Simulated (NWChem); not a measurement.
# Atomisation of HIn

```xyz
2

In     0.0000     0.0000     0.0377
H      0.0000     0.0000    -1.8484
```
Charge 0, spin multiplicity 1.

All runs are NWChem calculations. All single points use one geometry, from PBE/def2-SVP with def2 effective core potentials on In, a minimum by its harmonic frequencies.

Basis set: def2-TZVP. The atomisation energy is electronic alone: no zero-point, thermal, spin-orbit or counterpoise terms. No value is extrapolated to the basis-set limit. Free atoms are single determinants with multiplicities In 2, H 2. Correlated methods freeze the same cores in atoms and molecule, 4 orbitals in all.

Effective core potentials replace the inner electrons of In; spin-orbit coupling is left out. The correlated methods keep 4 core orbitals frozen. B3LYP has NWChem's definition, with VWN1-RPA local correlation. The structure started from a generated list of species. No SCF solution was tested for a lower state. Open-shell Hartree-Fock references start from PBE0 orbitals. Coupled-cluster values serve here as a point of comparison, not as the truth.

| method | atomisation energy (kcal/mol) |
|---|---|
| PBE0 | 60.4 |
| CCSD(T) | 60.0 |
| LC-wPBE (omega 0.3 per bohr) | 60.3 |
| CAM-B3LYP | 63.3 |
| PBE | ? |
| M06-2X | ? |
| LDA (SVWN5) | 70.2 |
| MP2 | 55.7 |
| HF | 42.1 |
| B3LYP | 63.3 |

Task: Some entries are withheld; supply them.

Result: 
- PBE, atomisation energy (kcal/mol): 61.2
- M06-2X, atomisation energy (kcal/mol): 58.1
